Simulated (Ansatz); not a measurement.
Basis sets compared for (F)2Al-O-SiH3 (AlSiOF₂H₃). Charge 0, multiplicity 1. Geometry PBE0-D4/def2-SVP. Ansatz on 4 threads of Arm Neoverse N1 on a shared host; times are rough, and most runs start from earlier orbitals.

```xyz
8

Al    1.791    0.309    0.316
F     2.688   -0.732    1.227
F     2.550    1.636   -0.302
O     0.172    0.030    0.029
Si   -1.432   -0.247   -0.253
H    -2.026   -1.000    0.892
H    -1.591   -1.048   -1.502
H    -2.152    1.052   -0.407
```

Binding counts from free atoms (Al doublet, F doublet, O triplet, Si triplet, H doublet) in the same basis, without a counterpoise term.

```
           level  functions  energy (Eh)  HOMO (eV)  LUMO (eV)  binding per atom (eV)  wall time
 PBE-D4/def2-SVP         93    -807.9227      -7.52      -1.92                   3.97      1.2 s
PBE0-D4/def2-SVP         93    -807.9796      -9.06      -1.04                   3.88      1.5 s
```

(1) Estimate the rows for PBE-D4/def2-TZVP, PBE0-D4/def2-TZVP.

Results:

(1) 
| level | functions | energy (Eh) | HOMO (eV) | LUMO (eV) | binding per atom (eV) | wall time |
| --- | --- | --- | --- | --- | --- | --- |
| PBE-D4/def2-TZVP | 185 | -808.4709 | -7.70 | -2.19 | 3.99 | 1.9 s |
| PBE0-D4/def2-TZVP | 185 | -808.5233 | -9.16 | -1.30 | 3.91 | 2.8 s |
